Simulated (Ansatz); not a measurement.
Relaxation of AlCl2H2N (6 atoms, charge 0, multiplicity 1), to a largest force component of 0.02 eV/Å in at most 40 steps.

Computed with RKS PBE0-D4/STO-3G in Ansatz.

```xyz
6
Properties=species:S:1:pos:R:3
Al 0.000 0.000 0.000
N 0.000 0.000 1.920
H -0.877 -0.271 2.450
H 0.877 0.271 2.450
Cl 1.931 0.000 -1.115
Cl -1.931 0.000 -1.115
```

Task: Where does it end, and by what steps?

Result: The forces met the threshold. Limits of this set-up: minimal basis. After 5 steps the energy has fallen by 1.265 eV; H3 moved furthest, 0.25 Å.

```
step  energy less start (eV)  largest force component (eV/Å)  accepted
   0                  0.0000                           4.626       yes
   1                 -1.2003                           1.415       yes
   2                 -1.2597                           0.303       yes
   3                 -1.2642                           0.096       yes
   4                 -1.2644                           0.168       yes
   5                 -1.2648                           0.006       yes
```

```xyz
6
Properties=species:S:1:pos:R:3
Al 0.000 0.000 0.057
N 0.000 0.000 1.761
H -0.844 -0.048 2.352
H 0.844 0.048 2.352
Cl 1.793 0.100 -0.966
Cl -1.793 -0.100 -0.966
```

Whether the end is a true minimum wasn't checked by a vibrational analysis.

The run took 17 s on 1 thread of AMD EPYC 7R43 64-Core Processor (Zen 3) (shared host), peak memory 0.13 GiB.
